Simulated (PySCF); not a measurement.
# A small calculation by hand: oscillator strength and radiative lifetime

Sn(H)2(Cl)(OMe) (CH₅ClOSn), SMILES C[O][SnH2][Cl].

Geometry optimised at PBE0-D3(BJ)/def2-SVP. The def2 effective core potentials stand for the cores of Sn; spin–orbit coupling is left out. The values are those of a single conformer.

PySCF with TDDFT-LC-ωPBE/def2-SVPD puts the first singlet state with f over 0.02 at 6.90 eV (vertical), with the transition dipole (-0.001, -0.356, -0.279) in atomic units.

### Question
Find the oscillator strength, the wavelength and the radiative lifetime that this transition would have in vacuum if emission retraced absorption.

### Answer

|μ|² = 0.2046 au, so |μ| = 1.15 D. ΔE = 6.90/27.211 = 0.2536 hartree. f = (2/3) ΔE |μ|² = 0.035 (the program prints 0.035).
λ = 1239.84/6.90 = 180 nm; ν = 55652 cm⁻¹.
Einstein's coefficient A = 0.6670 ν² f s⁻¹ (ν in cm⁻¹) = 7.1e7 s⁻¹, so τ = 1/A = 14 ns. This state is S2; the lower singlet has f = 0.018. The figure is the radiative limit of this one transition; relaxation, internal conversion, crossing to triplets and a medium change what is measured.
